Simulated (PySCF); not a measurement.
A GIAO shielding run with PySCF (density fitting, non-relativistic, gas phase) on `C1[Si@@H](N)C[C@@H](C#C)[C@H]1C`, C7H13NSi:

```
$ OMP_NUM_THREADS=1 python probes_run.py task.json out

{"job": {"kind": "nmr", "xc": "PBE0", "basis": "pcSseg-1"}, "charge": 0, "multiplicity": 1}
C      3.295724    -1.357806     0.461270
C      2.161091    -0.975581     0.649864
C      0.790341    -0.524816     0.861127
C     -0.263775    -1.429601     0.176508
Si    -1.812673    -0.339890     0.169324
N     -2.446223    -0.191990    -1.446330
C     -0.936759     1.246170     0.717821
C      0.550435     0.952883     0.439563
C      0.906555     1.209711    -1.019734
H      4.302123    -1.696723     0.299386
H      0.603889    -0.565798     1.950827
H     -0.361185    -2.392623     0.697862
H      0.039395    -1.647083    -0.860078
H     -2.822583    -0.794944     1.186556
H     -2.744739    -1.038147    -1.922001
H     -3.118616     0.547447    -1.625800
H     -1.276992     2.157510     0.201950
H     -1.108635     1.400411     1.796432
H      1.192972     1.589352     1.071920
H      0.816611     2.282402    -1.249884
H      1.938839     0.897979    -1.238087
H      0.227188     0.673869    -1.701736
```

Hardware: 1 thread of an Arm Neoverse N1, shared host. The job also computes population analyses, field gradients, ring-centre shieldings.

(1) How large is the calculation?

(2) How long does it take, and how much memory does it need?

(3) And these other runs on the same molecule and hardware: GIAO shielding at wB97X-D/pcSseg-1?

Answers

(1) 76 electrons, 225 basis functions and 1180 auxiliary functions.

(2) 99 s of wall time, with 14 SCF cycles and 5 response iterations; peak memory 1.1 GiB. Times on a shared host scatter by some tens of per cent.

(3) wB97X-D/pcSseg-1: 225 functions, 100 s.
